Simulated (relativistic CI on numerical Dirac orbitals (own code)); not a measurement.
**Kr VI: computed level list**

These numbers are calculated, not measured: Dirac-Coulomb-Breit CI, separate exchange-only KLI orbitals for each configuration, QED by a radiative potential, valence Slater integrals scaled by 0.9, configuration energies shifted to the measured levels that pair with them (semi-empirical) (own radial code, finite nucleus).

Configurations in the expansion (outside the closed core [Ar] 3d10): 4s²4p, 4s4p², 4s²4d, 4s²5s, 4p³, 4s²5p, 4s4p4d, 4s4p5s, 4s²4f, 4s4p4f, 4p4d², 4p²4d, 4s²5d, 4s²6s, 4s4d², 4s²6p, 4s²5f, 4s4p5p, 4s²5g, 4p4f², 4s²6d, 4p²4f, 4s²6f, 4s4p5d, 4s4d4f, 4s4p6s, 4p²5s, 4s4p6p, 4s4p5f, 4s4p5g. Levels of other configurations are missing.

The lowest level is 4s²4p ²P°1/2, with 97 % of that term; Hund's rules for 4s²4p give ²P° with J = 1/2, in agreement.

```tsv
No.	Configuration	Term	J	E (cm⁻¹)	%	Next component (%)	Landé g	jj configuration (%)
1	4s²4p	²P°	1/2	0	97	1 4p³ ²P°	0.666	4p1/2 (97)
2	4s²4p	²P°	3/2	7887	97	1 4p³ ²P°	1.334	4p3/2 (97)
3	4s4p²	⁴P	1/2	107135	99	1 ²S	2.663	4s 4p1/2^2 (53)
4	4s4p²	⁴P	3/2	110365	99		1.733	4s 4p1/2 4p3/2 (91)
5	4s4p²	⁴P	5/2	114558	98	2 ²D	1.594	4s 4p3/2^2 (54)
6	4s4p²	²D	3/2	141692	89	9 4s²4d ²D	0.804	4s 4p1/2 4p3/2 (64)
7	4s4p²	²D	5/2	142703	88	9 4s²4d ²D	1.207	4s 4p1/2 4p3/2 (48)
8	4s4p²	²S	1/2	171256	83	15 ²P	1.807	4s 4p3/2^2 (44)
9	4s4p²	²P	1/2	182796	82	15 ²S	0.868	4s 4p1/2 4p3/2 (53)
10	4s4p²	²P	3/2	186580	96	3 4p²4d ²P	1.331	4s 4p3/2^2 (60)
11	4s²4d	²D	3/2	222154	88	9 4s4p² ²D	0.800	4d3/2 (88)
12	4s²4d	²D	5/2	223012	88	8 4s4p² ²D	1.200	4d5/2 (88)
13	4s²5s	²S	1/2	275380	97	2 4p²5s ²S	2.002	5s (97)
14	4p³	²D°	3/2	275582	65	23 4s4p4d ²D°	0.896	4p3/2 (47)
15	4p³	²D°	5/2	277317	73	26 4s4p4d ²D°	1.200	4p1/2 4p3/2^2 (73)
16	4p³	⁴S°	3/2	279426	90	5 ²D°	1.901	4p1/2 4p3/2^2 (74)
17	4p³	²P°	1/2	303873	81	16 4s4p4d ²P°	0.666	4p1/2 4p3/2^2 (81)
18	4p³	²P°	3/2	305385	74	17 4s4p4d ²P°	1.336	4p3/2^3 (59)
19	4s4p4d	⁴F°	3/2	310767	98		0.405	4s 4p1/2 4d3/2 (81)
20	4s4p4d	⁴F°	5/2	312443	98	1 ⁴D°	1.031	4s 4p1/2 4d3/2 (38)
21	4s4p4d	⁴F°	7/2	314941	98	1 ⁴D°	1.240	4s 4p1/2 4d5/2 (43)
22	4s4p4d	⁴F°	9/2	318484	99		1.334	4s 4p3/2 4d5/2 (99)
23	4s²5p	²P°	1/2	324166	98	2 4s4p5s ²P°	0.666	5p1/2 (98)
24	4s²5p	²P°	3/2	326611	97	2 4s4p5s ²P°	1.334	5p3/2 (97)
25	4s4p4d	⁴P°	5/2	330462	74	21 ⁴D°	1.535	4s 4p1/2 4d5/2 (83)
26	4s4p4d	⁴P°	3/2	331838	52	46 ⁴D°	1.476	4s 4p1/2 4d3/2 (42)
27	4s4p4d	⁴D°	1/2	332926	75	24 ⁴P°	0.634	4s 4p1/2 4d3/2 (60)
28	4s4p4d	⁴P°	1/2	336253	76	24 ⁴D°	2.036	4s 4p3/2 4d3/2 (96)
29	4s4p4d	⁴D°	3/2	336888	53	46 ⁴P°	1.445	4s 4p3/2 4d3/2 (84)
30	4s4p4d	⁴D°	7/2	337154	98	1 ⁴F°	1.426	4s 4p3/2 4d5/2 (67)
31	4s4p4d	⁴D°	5/2	337264	77	21 ⁴P°	1.415	4s 4p3/2 4d3/2 (59)
32	4s4p4d	²D°	3/2	343278	80	16 4p³ ²D°	0.811	4s 4p3/2 4d5/2 (36)
33	4s4p4d	²D°	5/2	343528	75	15 4p³ ²D°	1.206	4s 4p3/2 4d5/2 (52)
34	4s4p4d	²F°	5/2	352277	94	4 ²D°	0.871	4s 4p1/2 4d5/2 (47)
35	4s4p4d	²F°	7/2	358389	94	4 4s²4f ²F°	1.143	4s 4p3/2 4d5/2 (62)
36	4s²4f‡	²F°	7/2	361174	53	44 4s4p4d ²F°	1.145	4f7/2 (53)
37	4s²4f‡	²F°	5/2	361620	58	39 4s4p4d ²F°	0.858	4f5/2 (58)
38	4s4p4d	²P°	3/2	374437	80	13 4p³ ²P°	1.318	4s 4p3/2 4d5/2 (33)
39	4s4p4d	²P°	1/2	377232	85	11 4p³ ²P°	0.665	4s 4p3/2 4d5/2 (71)
40	4s4p5s	⁴P°	1/2	390976	99	1 ²P°	2.647	4s 4p1/2 5s (93)
41	4s4p5s	⁴P°	3/2	393547	97	3 ²P°	1.720	4s 4p1/2 5s (67)
42	4s4p4d	²D°	3/2	395471	69	19 ²P°	0.912	4s 4p3/2 4d3/2 (31)
43	4s4p4d	²P°	1/2	396077	91	4 4p³ ²P°	0.665	4s 4p3/2 4d3/2 (66)
44	4s4p4d	²D°	5/2	396992	86	9 4p³ ²D°	1.197	4s 4p3/2 4d5/2 (52)
45	4s4p4d	²P°	3/2	397389	74	15 ²D°	1.240	4s 4p3/2 4d5/2 (45)
46	4s4p5s	⁴P°	5/2	398979	100		1.601	4s 4p3/2 5s (100)
47	4s4p4d	²F°	7/2	402481	55	39 4s²4f ²F°	1.143	4f7/2 (39)
48	4s4p4d	²F°	5/2	403295	56	37 4s²4f ²F°	0.860	4f5/2 (37)
49	4s4p5s	²P°	1/2	404087	96	1 4s4p4d ²P°	0.686	4s 4p1/2 5s (75)
50	4s²5d‡	²D	3/2	407668	98	2 4s4p5p ²D	0.800	5d3/2 (98)
51	4s²5d‡	²D	5/2	407995	98	2 4s4p5p ²D	1.200	5d5/2 (98)
52	4s4p5s	²P°	3/2	409903	95	2 ⁴P°	1.342	4s 4p3/2 5s (91)
53	4s²6s‡	²S	1/2	431490	99	1 4s4p5p ²S	2.003	6s (99)
54	4s4p5p‡	⁴D	1/2	436788	72	25 ²P	0.195	4s 4p1/2 5p1/2 (94)
55	4s4p5p‡	⁴D	3/2	439109	78	18 ²P	1.234	4s 4p1/2 5p1/2 (61)
56	4s4p5p‡	²P	3/2	442296	49	22 ⁴P	1.470	4s 4p1/2 5p3/2 (70)
57	4s4p5p‡	²P	1/2	442412	66	22 ⁴D	0.700	4s 4p1/2 5p3/2 (59)
58	4s4p5p‡	⁴D	5/2	442803	90	7 ⁴P	1.387	4s 4p1/2 5p3/2 (57)
59	4s4p5p‡	⁴P	1/2	443822	88	4 ⁴D	2.453	4s 4p1/2 5p1/2 (60)
60	4s4p5p‡	⁴P	3/2	446422	63	20 ²P	1.596	4s 4p3/2 5p1/2 (45)
61	4s4p5p‡	⁴D	7/2	447838	98	1 4p²4d ⁴D	1.429	4s 4p3/2 5p3/2 (98)
62	4s4p5p‡	⁴P	5/2	449388	88	8 ⁴D	1.570	4s 4p3/2 5p1/2 (46)
63	4s²6p‡	²P°	1/2	450427	55	44 4s4p5s ²P°	0.667	6p1/2 (55)
64	4s4p5p‡	⁴S	3/2	451233	75	11 ⁴P	1.823	4s 4p3/2 5p1/2 (49)
65	4s²6p‡	²P°	3/2	451540	50	49 4s4p5s ²P°	1.335	6p3/2 (50)
66	4s4p5p‡	²D	3/2	453874	82	8 ²P	0.945	4s 4p3/2 5p3/2 (51)
67	4s4p5p‡	²D	5/2	458106	94	4 ⁴P	1.215	4s 4p3/2 5p3/2 (60)
68	4p²4d‡	²F	5/2	459839	74	17 4s4p4f ²F	0.865	4p1/2 4p3/2 4d3/2 (39)
69	4p²4d‡	⁴F	3/2	460529	79	17 4s4p4f ⁴F	0.423	4p1/2^2 4d3/2 (38)
70	4s4p5s	²P°	1/2	461499	55	44 4s²6p ²P°	0.667	6p1/2 (44)
```

Energies count from the lowest computed level; ° marks odd parity. Filled j subshells are mostly left out of the jj labels. ‡ marks configurations that were not tied to measured data.

The mean weight of the leading LS term, summed over parents, in these 70 levels is 82 %, and that of the leading jj configuration (from the same eigenvectors) 66 %, so LS coupling describes them better.

Configurations whose levels could be paired with our table of measured levels were shifted onto them, all but the ground configuration, by the median error of their levels; single terms can still be off by 1,000 to 2,000 cm⁻¹ or more, and rates follow the energies as ν³ (E1, M1) or ν⁵ (E2). The others borrow a shift and can be off by several thousand cm⁻¹ or more. 39 of the 43 excited levels that our extract of the measured tables holds in this range could be paired (the sources list more); they are missed by 1146 cm⁻¹ on average and 5114 at most, after the shifts were fitted to these levels, and levels without a partner can miss by more.

LS names give the leading component of a level, which can be under half, so a name can repeat, a term be missing and a line seem to break the LS rules.
